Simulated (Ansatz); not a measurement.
Consider the cleavage of the Si–Si bond: `F[SiH2][SiH2]Cl` + `C[NH][GeH3]` → `C[N]([GeH3])[SiH2]F` + `[SiH3]Cl`.

Isolated molecules relaxed with PBE0-D4/def2-TZVP in Ansatz; ΔE leaves out vibrations. CCSD(T)/CBS adds triple-zeta CCSD(T) − MP2 to the extrapolated MP2 energy (def2 sets, frozen cores). This one scheme is used for every species. DFT in def2-TZVPP. For Ge outer-core shells are correlated without core-valence functions, which leaves a few kJ/mol of doubt a bond. Scalar relativity is left out up to krypton. Each species was taken in one conformer, which may not be the lowest.

`F[SiH2][SiH2]Cl`:

Z-matrix (Å, degrees):
```
Si
Si 1 2.344
F 1 1.606 2 110.1
H 1 1.485 2 110.2 3 119.4
H 1 1.485 2 110.2 3 -119.4
Cl 2 2.065 1 104.9 3 179.9
H 2 1.484 1 112.9 3 62.2
H 2 1.484 1 112.9 3 -62.4
```

`C[NH][GeH3]`:

Z-matrix (Å, degrees):
```
C
N 1 1.450
H 1 1.100 2 114.8
H 1 1.094 2 110.2 3 121.9
H 1 1.094 2 109.5 3 -120.8
Ge 2 1.838 1 118.0 3 67.0
H 2 1.010 1 111.6 3 -66.0
H 6 1.549 2 113.3 1 -56.3
H 6 1.536 2 107.2 1 -177.3
H 6 1.537 2 107.0 1 63.0
```

`C[N]([GeH3])[SiH2]F`:

Z-matrix (Å, degrees):
```
C
N 1 1.459
H 1 1.094 2 110.5
H 1 1.096 2 111.1 3 -118.8
H 1 1.096 2 112.4 3 120.2
Ge 2 1.849 1 115.2 3 171.7
Si 2 1.698 1 120.4 3 -17.9
H 6 1.532 2 107.8 1 -179.4
H 6 1.540 2 107.6 1 -58.7
H 6 1.541 2 109.6 1 59.6
F 7 1.605 2 113.6 1 -78.9
H 7 1.483 2 109.1 1 38.1
H 7 1.480 2 108.8 1 163.0
```

`[SiH3]Cl`:

```xyz
5

Si   -0.123   -0.034   -0.018
Cl    1.837    0.508    0.270
H    -0.596   -0.747    1.190
H    -0.197   -0.919   -1.202
H    -0.922    1.193   -0.240
```

Is it downhill or uphill in electronic energy at CCSD(T)/CBS, and by how much? (An estimate is asked.)

The calculation gave: Downhill: ΔE = -1.01 eV.

What do these levels give: r2SCAN-D4, ωB97X-V, CCSD/def2-TZVPP, CCSD(T)/def2-TZVPP, MP2/def2-QZVPP, CCSD/CBS(def2)? (Estimate.)

Ansatz gave: r2SCAN-D4 -0.93, ωB97X-V -0.96, CCSD/def2-TZVPP -1.04, CCSD(T)/def2-TZVPP -1.04, MP2/def2-QZVPP -1.12, CCSD/CBS(def2) -1.01 eV.

Largest T1 diagnostic among the species: 0.012.

From PBE to PBE0 (25 % exact exchange), in def2-TZVPP and without D4, ΔE moves by −0.07 eV. The D4 term adds −0.06 eV with B3LYP and −0.03 eV with PBE0; it sums over pairs of atoms, weighted by their polarisabilities, and B3LYP, whose exchange is more repulsive, gets the larger term.

B3LYP here is the variant with VWN-RPA as its local correlation; programs differ in this.
